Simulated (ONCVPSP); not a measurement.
# What one change does to a pseudopotential (lanthanum (La), ONCV)

* Element: lanthanum (La)
* Generator: ONCVPSP 4.0.1
* Type: optimised norm-conserving Vanderbilt (ONCV)
* Functional: LDA (Perdew-Zunger)
* Relativity: scalar-relativistic
* Frozen core: [Kr] 4d10
* Valence charge: 11
* Reference configuration: 5s2 5p6 5d1 (charge +2)
* Partial waves: 5s: rc 1.70 bohr, ncon 4, nbas 8, qcut 4 1/bohr, 2 projectors, debl 1.9 Ha; 5p: rc 2.55 bohr, ncon 4, nbas 8, qcut 4.8 1/bohr, 3 projectors, debl 3.6 Ha; 5d: rc 3.30 bohr, ncon 4, nbas 8, qcut 4.9 1/bohr, 2 projectors, debl 2.7 Ha; f scattering state at 0.03 Ha: rc 2.85 bohr, ncon 4, nbas 7, qcut 3.9 1/bohr, 1 projector
* Local potential: polynomial inside 1.30 bohr (lpopt 5, dvloc0 0 Ha)
* Core correction: Teter function, fcfact 6, rcfact 1.3

In the s channel the program set the typed energies aside and used -1.902, 0.250 Ha. In the f channel the program set the typed energies aside and used -0.636 Ha.

Change: all radii but the core radius scaled by about 0.94 (s 1.60, p 2.40, d 3.10, f 2.68 bohr); local potential polynomial inside 1.22 bohr (lpopt 5, dvloc0 0 Ha).

Cutoffs: the cutoffs (Ha) at which the residual kinetic energy of the hardest occupied pseudo-wave falls to 1 and 0.1 mHa per electron; they do not see the model core or the augmentation charge, which bear on the density cutoff. Errors are all-electron minus pseudo energies relative to the spin-unpolarised reference configuration.

**Question.** Predict the effect on cutoff, ghosts and configuration errors.

**Answer.** The potential gets harder (49 Ha and 61 Ha → 56 Ha and 68 Ha); both files keep a bound ghost (s); of the 4 tests that both files solve, the error grows in 4 and shrinks in 0 by more than 15 % and 0.3 meV (median size 0.3 → 1.2 meV). A smaller radius makes the pseudo-wave follow the all-electron one further in, where it bends more sharply, so more plane waves are needed. That the errors move this way runs against the usual rule that smaller radii transfer better.

```tsv
quantity	base	changed
cutoff, loose	49 Ha	56 Ha
cutoff, tight	61 Ha	68 Ha
loose cutoff by channel	s 49 Ha, p 5.1 Ha, d 6.3 Ha	s 56 Ha, p 6.8 Ha, d 6.3 Ha
bound ghosts	s	s
GHOST(+) flags under 300 eV	p at 201.1 eV	f at 91.5 eV, p at 191.0 eV
error for 5s2 5p6 5d1 6s2, meV [ΔE -17.31 eV]	-0.6	+1.5
error for 5s2 5p6 5d1 6s1, meV [ΔE -11.15 eV]	+0.1	+1.2
error for 5s2 5p6 5d0, meV [ΔE 19.10 eV]	+0.1	-0.7
error for 5s2 5p6 5d2 6s1, meV [ΔE -16.49 eV]	+0.4	+1.1
rms error of d²Exc/dni dnj with the model core, mHa	0.52	0.61
```

 A true bound ghost makes a file unfit for plane-wave use even where its test errors are small: the radial tests pick states by their node count and pass the ghost by.
